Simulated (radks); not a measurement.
The nuclear charge of the indium ion In+ is varied continuously with 48 electrons held in [Kr] 4d10 5s2. Method: Dirac Kohn-Sham, PBEsol, spin-unpolarised, spherical densities, point nucleus; computed with a radial shooting solver on a logarithmic mesh with Libxc functionals. By the Hellmann-Feynman theorem dE/dZ = E(electron-nucleus)/Z, the electronic potential at the nucleus.

\begin{tabular}{lrrrrr}
Z & E (hartree) & E(electron-nucleus)/Z (hartree) & HOMO & e(HOMO) (eV) & <r> HOMO (bohr) \\ \hline
48.5 & -5735.85572 & -286.908 & 5s1/2 & -10.081 & 2.648 \\
48.6 & -5764.58769 & -287.731 & 5s1/2 & -11.021 & 2.609 \\
48.7 & -5793.40199 & -288.555 & 5s1/2 & -11.982 & 2.572 \\
48.8 & -5822.29860 & -289.378 & 5s1/2 & -12.963 & 2.537 \\
48.9 & -5851.27754 & -290.201 & 5s1/2 & -13.963 & 2.503 \\
49 & -5880.33881 & -291.024 & 5s1/2 & -14.983 & 2.471 \\
49.1 & -5909.48242 & -291.848 & 5s1/2 & -16.020 & 2.440 \\
49.2 & -5938.70837 & -292.671 & 5s1/2 & -17.077 & 2.410 \\
49.3 & -5968.01668 & -293.495 & 5s1/2 & -18.151 & 2.382 \\
49.4 & -5997.40737 & -294.319 & 5s1/2 & -19.243 & 2.354 \\
49.5 & -6026.88044 & -295.143 & 5s1/2 & -20.352 & 2.328 \\
49.6 & -6056.43591 & -295.967 & 5s1/2 & -21.479 & 2.302 \\
49.7 & -6086.07381 & -296.791 & 5s1/2 & -22.623 & 2.278 \\
49.8 & -6115.79414 & -297.616 & 5s1/2 & -23.784 & 2.254 \\
49.9 & -6145.59693 & -298.440 & 5s1/2 & -24.961 & 2.231 \\
50 & -6175.48220 & -299.265 & 5s1/2 & -26.155 & 2.208 \\
\end{tabular}

The central difference of E at Z = 49 is -291.024 hartree, to compare with the third column; the second derivative is -8.23 hartree.
